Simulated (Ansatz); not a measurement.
Te5Pb4. Charge 0, multiplicity 1. Geometry PBE-D4/def2-SVP.

```xyz
9

Pb    0.828   -2.503    0.749
Pb   -1.888    0.286    1.875
Pb   -1.227   -0.740   -2.261
Pb    2.654    1.134    0.145
Te    0.730    3.218   -0.677
Te   -2.182   -2.280    0.216
Te    1.717   -1.022   -1.780
Te    1.039    0.024    2.466
Te   -1.671    1.882   -0.734
```

In the def2 sets Pb, Te take a core potential; there is no spin–orbit coupling. The structure comes from a short search, and lower isomers may exist.

Estimate the orbital energies around the gap (eV) in Ansatz with LDA (SPW92)/def2-SVP, PBE-D4/def2-SVP, r2SCAN-D4/def2-SVP, B97M-V/def2-SVP, PBE0-D4/def2-SVP.


| orbital | LDA (SPW92)/def2-SVP | PBE-D4/def2-SVP | r2SCAN-D4/def2-SVP | B97M-V/def2-SVP | PBE0-D4/def2-SVP |
| --- | --- | --- | --- | --- | --- |
| HOMO−5 | -6.04 | -5.81 | -6.09 | -5.92 | -6.73 |
| HOMO−4 | -6.02 | -5.80 | -6.08 | -5.91 | -6.70 |
| HOMO−3 | -5.63 | -5.41 | -5.68 | -5.52 | -6.29 |
| HOMO−2 | -5.40 | -5.18 | -5.43 | -5.26 | -6.01 |
| HOMO−1 | -5.27 | -5.05 | -5.30 | -5.12 | -5.86 |
| HOMO | -4.98 | -4.77 | -5.00 | -4.87 | -5.61 |
| LUMO | -3.35 | -3.07 | -3.04 | -2.85 | -2.47 |
| LUMO+1 | -3.06 | -2.78 | -2.72 | -2.65 | -2.26 |
| LUMO+2 | -2.81 | -2.54 | -2.48 | -2.40 | -2.02 |
| LUMO+3 | -2.70 | -2.42 | -2.32 | -2.27 | -1.86 |
| LUMO+4 | -2.55 | -2.27 | -2.17 | -2.11 | -1.72 |
| LUMO+5 | -2.35 | -2.07 | -1.96 | -1.87 | -1.49 |
